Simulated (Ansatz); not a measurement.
Reaction (hydrogenolysis of a C–N bond): `C=N/C([SiH3])=C\F` + H₂ → `F/C=C/[SiH3]` + `C=N`

Gas-phase electronic energies from Ansatz, PBE0-D4/def2-TZVP geometries. CBS: MP2 limit from def2 TZ/QZ plus the TZ coupled-cluster correction, frozen cores. This one scheme is used for every species. Double bonds are as drawn, so ΔE can hold a change between cis and trans. Functionals use def2-TZVPP. B3LYP here is the variant with VWN-RPA as its local correlation; programs differ in this. Each species was taken in one conformer, which may not be the lowest.

Is it downhill or uphill in electronic energy at CCSD(T)/CBS, and by how much? (Estimate.)

The calculation gave: Downhill: ΔE = -0.72 eV.

What do these levels give: PBE-D4, PBE0-D4, B3LYP-D4, ωB97M-V, B2PLYP, PBE, r2SCAN, B3LYP, MP2/def2-TZVPP, MP2/def2-QZVPP, SCS-MP2/def2-QZVPP, MP2/CBS(def2)? (An estimate is asked.)

Ansatz gave: PBE-D4 -0.57, PBE0-D4 -0.66, B3LYP-D4 -0.65, ωB97M-V -0.73, B2PLYP -0.75, PBE -0.66, r2SCAN -0.65, B3LYP -0.79, MP2/def2-TZVPP -0.66, MP2/def2-QZVPP -0.65, SCS-MP2/def2-QZVPP -0.72, MP2/CBS(def2) -0.64 eV.

Largest T1 diagnostic among the species: 0.014.

The D4 term adds +0.14 eV with B3LYP and +0.08 eV with PBE0; it sums over pairs of atoms, weighted by their polarisabilities, and B3LYP, whose exchange is more repulsive, gets the larger term. From PBE to PBE0 (25 % exact exchange), in def2-TZVPP and without D4, ΔE moves by −0.08 eV.
